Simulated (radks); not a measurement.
Isoelectronic series with 18 electrons, all held in the configuration [Ar], which need not be the ground one along the series. Calculated with a radial shooting solver on a logarithmic mesh with Libxc functionals: scalar-relativistic Kohn-Sham, LDA (Slater exchange, Perdew-Wang correlation), spin-polarised, spherical densities, point nucleus. Total energies (hartree) and orbital eigenvalues (Ry):

ion    E (hartree)         3p         3s         2p         2s
Ar      -527.80919   -0.76325   -1.78331  -16.89560  -21.75322
Sc3+    -760.66212   -4.75073   -6.33555  -30.96428  -37.21107
Cr6+   -1038.83008  -10.91990  -13.09847  -49.79409  -57.54445
Co9+   -1362.55982  -19.17492  -21.97946  -73.27066  -82.66375
Zn12+  -1732.23743  -29.49135  -32.96375  -101.3723  -112.5823
As15+  -2148.33948  -41.86466  -46.05895  -134.1053  -147.3497
Kr18+  -2611.42169  -56.29891  -61.28355  -171.4887  -187.0370
Mo24+  -3681.13884  -91.38934  -98.22960  -260.3228  -281.5383
Rh27+  -4289.28293  -112.0727  -120.0197  -311.8457  -336.5739
Cd30+  -4947.43512  -134.8704  -144.0761  -368.1619  -396.9735
Sb33+  -5656.57716  -159.8016  -170.4469  -429.3195  -462.8891
Xe36+  -6417.79515  -186.8878  -199.1866  -495.3704  -534.4910
La39+   -7232.2894  -216.1523  -230.3558  -566.3713  -611.9705
Nd42+   -8101.3860  -247.6204  -264.0228  -642.3830  -695.5420
Eu45+   -9026.5505  -281.3195  -300.2636  -723.4706  -785.4457
